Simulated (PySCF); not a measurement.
Isomers of C5H10SSi.

All values: CAM-B3LYP/def2-SVPD (PySCF) at PBE0-D3(BJ)/def2-SVP geometries, gas phase, one conformer each. Core orbitals are frozen in the response; Δα² is half the sum of the squared differences of the principal polarisabilities.

Problem. Rank by mean static polarisability, lowest first.
A. `[CH3:1]/[CH:2]=[CH:3]/[CH:4]=[CH:5]\[S:6][SiH3:7]` with C2–C3–C4–C5 180°, C4–C5–S6–Si7 180°
B. `[CH3:1][C@@H:2]1[CH:3]=[C:4]([S:5][SiH3:6])[CH2:7]1` with C3–C4–S5–Si6 -3°
C. `[CH3:1]/[CH:2]=[CH:3]/[CH:4]=[CH:5]/[S:6][SiH3:7]` with C2–C3–C4–C5 179°, C4–C5–S6–Si7 -2°
D. `[SiH3:1][S:2][C@:3]12[CH2:4][C@H:5]([CH2:6]1)[CH2:7]2` with Si1–S2–C3–C4 -179°

Solution. D (15.28 Å³), B (16.03 Å³), C (18.34 Å³), A (18.58 Å³).

Problem. Rank by vertical ionisation energy (ΔSCF), lowest first.
A. `[CH3:1][SiH2:2][S:3][C@:4]12[CH2:5][C@H:6]1[CH2:7]2` with C1–Si2–S3–C4 -61°, Si2–S3–C4–C5 -95°
B. `[CH3:1][C@@H:2]1[CH:3]=[C:4]([S:5][SiH3:6])[CH2:7]1` with C3–C4–S5–Si6 -3°
C. `[CH3:1]/[CH:2]=[CH:3]/[CH:4]=[CH:5]\[S:6][SiH3:7]` with C2–C3–C4–C5 180°, C4–C5–S6–Si7 180°

Solution. C (7.73 eV), B (8.25 eV), A (8.82 eV).

Problem. Rank by polarisability anisotropy Δα, highest first.
A. `[CH3:1][C@@H:2]1[CH:3]=[C:4]([S:5][SiH3:6])[CH2:7]1` with C3–C4–S5–Si6 -3°
B. `[SiH3:1][S:2][C@:3]12[CH2:4][C@H:5]([CH2:6]1)[CH2:7]2` with Si1–S2–C3–C4 -179°
C. `[CH3:1][SiH2:2][S:3][C@:4]12[CH2:5][C@H:6]1[CH2:7]2` with C1–Si2–S3–C4 -61°, Si2–S3–C4–C5 -95°
D. `[CH3:1]/[CH:2]=[CH:3]\[CH:4]=[CH:5]/[S:6][SiH3:7]` with C2–C3–C4–C5 180°, C4–C5–S6–Si7 180°
E. `[CH3:1]/[CH:2]=[CH:3]/[CH:4]=[CH:5]/[S:6][SiH3:7]` with C2–C3–C4–C5 179°, C4–C5–S6–Si7 -2°

Solution. D (16.68 Å³), E (13.93 Å³), A (6.87 Å³), B (4.35 Å³), C (3.85 Å³).

All values together:

```json
{"SMILES": "C[SiH2]S[C@]12C[C@H]1C2", "μ (D)": "1.33", "HOMO (eV)": "-8.15", "LUMO (eV)": "1.17", "α (Å³)": "15.36", "Δα (Å³)": "3.85", "ΔSCF removal energy (eV)": "8.82"}
{"SMILES": "C/C=C/C=C/S[SiH3]", "μ (D)": "1.53", "HOMO (eV)": "-7.14", "LUMO (eV)": "0.23", "α (Å³)": "18.34", "Δα (Å³)": "13.93", "ΔSCF removal energy (eV)": "7.73"}
{"SMILES": "C/C=C\\C=C/S[SiH3]", "μ (D)": "1.17", "HOMO (eV)": "-7.18", "LUMO (eV)": "0.10", "α (Å³)": "18.52", "Δα (Å³)": "16.68", "ΔSCF removal energy (eV)": "7.76"}
{"SMILES": "C/C=C/C=C\\S[SiH3]", "μ (D)": "0.89", "HOMO (eV)": "-7.15", "LUMO (eV)": "0.16", "α (Å³)": "18.58", "Δα (Å³)": "16.49", "ΔSCF removal energy (eV)": "7.73"}
{"SMILES": "[SiH3]SC12CC(C1)C2", "μ (D)": "1.73", "HOMO (eV)": "-8.17", "LUMO (eV)": "0.96", "α (Å³)": "15.28", "Δα (Å³)": "4.35", "ΔSCF removal energy (eV)": "8.86"}
{"SMILES": "C[C@@H]1C=C(S[SiH3])C1", "μ (D)": "1.16", "HOMO (eV)": "-7.63", "LUMO (eV)": "0.84", "α (Å³)": "16.03", "Δα (Å³)": "6.87", "ΔSCF removal energy (eV)": "8.25"}
```

Conformers: `[CH3:1][SiH2:2][S:3][C@:4]12[CH2:5][C@H:6]1[CH2:7]2` with C1–Si2–S3–C4 -61°, Si2–S3–C4–C5 -95°; `[CH3:1]/[CH:2]=[CH:3]/[CH:4]=[CH:5]/[S:6][SiH3:7]` with C2–C3–C4–C5 179°, C4–C5–S6–Si7 -2°; `[CH3:1]/[CH:2]=[CH:3]\[CH:4]=[CH:5]/[S:6][SiH3:7]` with C2–C3–C4–C5 180°, C4–C5–S6–Si7 180°; `[CH3:1]/[CH:2]=[CH:3]/[CH:4]=[CH:5]\[S:6][SiH3:7]` with C2–C3–C4–C5 180°, C4–C5–S6–Si7 180°; `[SiH3:1][S:2][C@:3]12[CH2:4][C@H:5]([CH2:6]1)[CH2:7]2` with Si1–S2–C3–C4 -179°; `[CH3:1][C@@H:2]1[CH:3]=[C:4]([S:5][SiH3:6])[CH2:7]1` with C3–C4–S5–Si6 -3°.

Problem. By how much does the ΔSCF value exceed −ε(HOMO) over the species that have both?

Solution. By 0.58 to 0.68 eV, 0.62 eV on average, over 6 species.
